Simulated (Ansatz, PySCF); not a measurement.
Reaction (SMILES): CB(C)O → [CH2-]B(C)O + H+
Each molecule is optimised on its own at B3LYP-D3(BJ)/def2-TZVP (Ansatz, a program for electronic structure), one conformer each, not searched for the lowest. Frequencies are from Ansatz or PySCF.
Geometry of the first species:
SMILES: CB(C)O
```xyz
11

C      1.1177    -1.0752     0.0003
B      0.0332     0.0619    -0.0227
C     -1.4653    -0.2033     0.3947
O      0.4457     1.3010    -0.4268
H      0.7429    -2.0038    -0.4391
H      2.0414    -0.7926    -0.5061
H      1.3686    -1.3185     1.0395
H     -1.5281    -0.7936     1.3129
H     -2.0640     0.7017     0.5318
H     -1.9560    -0.8047    -0.3791
H     -0.2512     1.9653    -0.4027
```

Property: gas-phase deprotonation energy (0 K, with B3LYP-D3(BJ) harmonic zero-point energies), in kcal/mol. Valence correlation only, unless marked. No spin-orbit coupling. Non-relativistic. Anions need diffuse functions: aug- sets have them; def2-D sets add few; the other sets have none. CBS marks a two-point X^-3 extrapolation of the correlation energy; Hartree-Fock from the larger set.

| level | program | gas-phase deprotonation energy (kcal/mol) |
|---|---|---|
| PBE/def2-TZVPD | Ansatz | (withheld) |
| BLYP/def2-TZVPD | Ansatz | (withheld) |
| r2SCAN-D4/def2-TZVPD | Ansatz + dftd4 | (withheld) |
| PBE0/def2-SVP | Ansatz | 390.5 |
| PBE0-D3(BJ)/def2-TZVP | Ansatz + dftd3 | 382.9 |
| BHLYP-D3(BJ)/def2-TZVPD | Ansatz + dftd3 | (withheld) |
| LC-wPBE-D4/def2-TZVPD | Ansatz + dftd4 | 383.4 |
| CCSD(T)/CBS(aug-cc-pVTZ,aug-cc-pVQZ) | Ansatz | 378.6 |

Problem. Fill in the missing entries.

Solution. 
- PBE/def2-TZVPD, gas-phase deprotonation energy (kcal/mol): 376.1
- BLYP/def2-TZVPD, gas-phase deprotonation energy (kcal/mol): 376.0
- r2SCAN-D4/def2-TZVPD, gas-phase deprotonation energy (kcal/mol): 379.6
- BHLYP-D3(BJ)/def2-TZVPD, gas-phase deprotonation energy (kcal/mol): 383.7
